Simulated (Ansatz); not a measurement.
C7H14 can be A, `CC/C=C(\C)CC`, or B, `C1CCCCCC1`.

Calculated with Ansatz (gas phase, PBE0-D4/def2-TZVP geometries, no zero-point term in ΔE). CCSD(T)/CBS is the MP2 limit (def2-TZVPP, def2-QZVPP) plus CCSD(T) − MP2 in def2-TZVPP, frozen cores. DFT in def2-TZVPP. One conformer a species, not always the lowest.

Q: Which isomer does CCSD(T)/CBS put lower? Give the gap. (Best estimate.)

A: Ansatz gave: B, by 11.6 kcal/mol.

Q: Give E(B) − E(A) in kcal/mol with CCSD/def2-TZVPP, ωB97M-V, CCSD(T)/def2-TZVPP, CCSD(T)/def2-SVP, LDA (SPW92), BLYP-D4, B2PLYP. (Best estimate.)

A: The calculation gave: CCSD/def2-TZVPP -12.1, ωB97M-V -12.4, CCSD(T)/def2-TZVPP -11.6, CCSD(T)/def2-SVP -13.4, LDA (SPW92) -16.7, BLYP-D4 -5.7, B2PLYP -8.4. None reverses the order clearly.

Largest T1 diagnostic: 0.009.

At CCSD(T), def2-SVP lies −1.7 kcal/mol from the extrapolated value and def2-TZVPP −0.0 kcal/mol. From PBE to PBE0 (25 % exact exchange), in def2-TZVPP and without D4, E(B) − E(A) moves by −3.3 kcal/mol.
